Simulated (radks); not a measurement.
Q: These are the eigenvalues of the occupied orbitals of an atom or ion with whole-number occupations (hartree). All-electron calculation, non-relativistic Kohn-Sham, exchange-only PBE, spin-polarised, spherical densities, point nucleus. Program: a radial shooting solver on a logarithmic mesh with Libxc functionals.

| orbital | eigenvalue |
|---|---|
| 1s down | -710.1740 |
| 1s up | -710.1738 |
| 2s up | -98.56207 |
| 2s down | -98.54331 |
| 2p up | -90.77986 |
| 2p down | -90.76633 |
| 3s up | -16.65558 |
| 3s down | -16.64577 |
| 3p up | -13.66686 |
| 3p down | -13.65547 |
| 3d up | -8.19196 |
| 3d down | -8.17433 |
| 4s up | -2.22808 |
| 4s down | -2.11158 |
| 4p up | -1.38569 |
| 4p down | -1.25826 |
| 4d up | -0.15729 |
| 5s up | -0.14936 |

Which element is it, and in what charge state? The configuration may be excited. Open shells, if any, are filled with parallel spins first.

A: Z = 42, molybdenum, charge 0: Mo in [Kr] 4d5 5s1. The list shows which subshells hold electrons but not how many an open one holds; the 1s level, -710.17 hartree, gives Z - s = 37.7 by -(Z - s)^2/2, which with screening narrows Z to a few neighbours, and the depths of the outer levels then fix element, charge and occupations together.
